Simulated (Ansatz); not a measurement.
Geometry optimisation, RKS B3LYP/6-31G* (Ansatz 0.2.0).

Input file:

```yaml
crystal:
  periodic: [false, false, false]
  atoms:
    - { symbol: Al, position_ang: [0.006163, -0.643727, -0.318308] }
    - { symbol: H, position_ang: [0.176142, 0.265726, 2.282792] }
    - { symbol: F, position_ang: [1.378953, 0.25376, -0.539351] }
    - { symbol: F, position_ang: [-1.408726, -0.004214, -0.895425] }
    - { symbol: P, position_ang: [-0.016301, -2.645742, 0.79236] }
    - { symbol: H, position_ang: [-0.555777, -3.410519, -0.282623] }
    - { symbol: H, position_ang: [1.340621, -2.966299, 0.508096] }
    - { symbol: H, position_ang: [0.026625, -0.426884, 2.20846] }
basis:
  gaussian: { orbitals: "6-31G*" }
hamiltonian:
  xc: b3lyp
relax:
  f_tol: 0.03
  max_steps: 50
```

Command:

```bash
$ ansatz run input.yaml --threads 1 --pin off --max-ram 2048MiB --backend cpu --events-out ev --progress --plain --runs-dir out
```

Question: Where does it end, and by what steps?

Answer: It converged. After 20 steps the energy has fallen by 0.149 eV; H8 moved furthest, 0.95 Å.

```json
{"step": "0", "energy less start (eV)": "0.0000", "largest force component (eV/Å)": "1.395", "accepted": "yes"}
{"step": "1", "energy less start (eV)": "-0.0849", "largest force component (eV/Å)": "0.237", "accepted": "yes"}
{"step": "2", "energy less start (eV)": "-0.0630", "largest force component (eV/Å)": "0.745", "accepted": "no"}
{"step": "3", "energy less start (eV)": "-0.0995", "largest force component (eV/Å)": "0.307", "accepted": "yes"}
{"step": "4", "energy less start (eV)": "-0.1114", "largest force component (eV/Å)": "0.296", "accepted": "yes"}
{"step": "5", "energy less start (eV)": "-0.1164", "largest force component (eV/Å)": "0.384", "accepted": "yes"}
{"step": "6", "energy less start (eV)": "-0.1110", "largest force component (eV/Å)": "0.814", "accepted": "no"}
{"step": "7", "energy less start (eV)": "-0.1258", "largest force component (eV/Å)": "0.093", "accepted": "yes"}
{"step": "8", "energy less start (eV)": "-0.1303", "largest force component (eV/Å)": "0.057", "accepted": "yes"}
{"step": "9", "energy less start (eV)": "-0.1221", "largest force component (eV/Å)": "0.690", "accepted": "no"}
{"step": "10", "energy less start (eV)": "-0.1349", "largest force component (eV/Å)": "0.043", "accepted": "yes"}
{"step": "11", "energy less start (eV)": "-0.1359", "largest force component (eV/Å)": "0.331", "accepted": "yes"}
{"step": "12", "energy less start (eV)": "-0.1231", "largest force component (eV/Å)": "0.406", "accepted": "no"}
{"step": "13", "energy less start (eV)": "-0.1424", "largest force component (eV/Å)": "0.043", "accepted": "yes"}
{"step": "14", "energy less start (eV)": "-0.1449", "largest force component (eV/Å)": "0.065", "accepted": "yes"}
{"step": "15", "energy less start (eV)": "-0.1453", "largest force component (eV/Å)": "0.254", "accepted": "yes"}
{"step": "16", "energy less start (eV)": "-0.1475", "largest force component (eV/Å)": "0.071", "accepted": "yes"}
{"step": "17", "energy less start (eV)": "-0.1480", "largest force component (eV/Å)": "0.067", "accepted": "yes"}
{"step": "18", "energy less start (eV)": "-0.1483", "largest force component (eV/Å)": "0.049", "accepted": "yes"}
{"step": "19", "energy less start (eV)": "-0.1468", "largest force component (eV/Å)": "0.223", "accepted": "no"}
{"step": "20", "energy less start (eV)": "-0.1489", "largest force component (eV/Å)": "0.026", "accepted": "yes"}
```

```xyz
8
Properties=species:S:1:pos:R:3
Al 0.017 -0.825 -0.189
H 0.349 0.632 2.188
F 1.333 0.176 -0.102
F -1.384 -0.172 -0.774
P 0.097 -3.012 0.575
H -0.610 -3.529 -0.549
H 1.387 -3.256 0.021
H -0.240 0.409 2.585
```

Whether the end is a true minimum wasn't checked by a vibrational analysis.

Run time: 72 s on 1 thread of AMD EPYC 7R43 64-Core Processor (Zen 3), on a shared host, peak memory 0.16 GiB.
